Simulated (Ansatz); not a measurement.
Calculated with Ansatz (gas phase, PBE0-D4/def2-TZVP geometries, no zero-point term in ΔE). CCSD(T)/CBS is the MP2 limit (def2-TZVPP, def2-QZVPP) plus CCSD(T) − MP2 in def2-TZVPP, frozen cores. def2 core potentials past Kr. For Ge, Sn outer-core shells are correlated without core-valence functions, which leaves a few kJ/mol of doubt a bond. Scalar relativity is left out up to krypton. One conformer a species, not always the lowest.

Consider the redistribution: `Cl[SiH2][SiH2][GeH3]` + `O[SiH2][SnH2][Cl]` → `O[SiH2][SiH2][SiH2]Cl` + `[Cl][SnH2][GeH3]`.

```
             level  ΔE (eV)
CCSD(T)/def2-TZVPP     0.04
     HF/def2-QZVPP    -0.07
```

**Question.** What does CCSD(T)/CBS give? (An estimate is asked.)

**Answer.** The calculation gave: +0.05 eV. The listed levels differ from it by -0.01, -0.12 eV.

Largest T1 diagnostic among the species: 0.012.

In def2-TZVPP, CCSD(T) changes the Hartree–Fock value by +0.10 eV (the triples alone add +0.01 eV) and MP2 by +0.12 eV. The D4 term adds +0.06 eV with B3LYP and +0.03 eV with PBE0; it sums over pairs of atoms, weighted by their polarisabilities, and B3LYP, whose exchange is more repulsive, gets the larger term.

B3LYP here is the variant with VWN-RPA as its local correlation; programs differ in this.
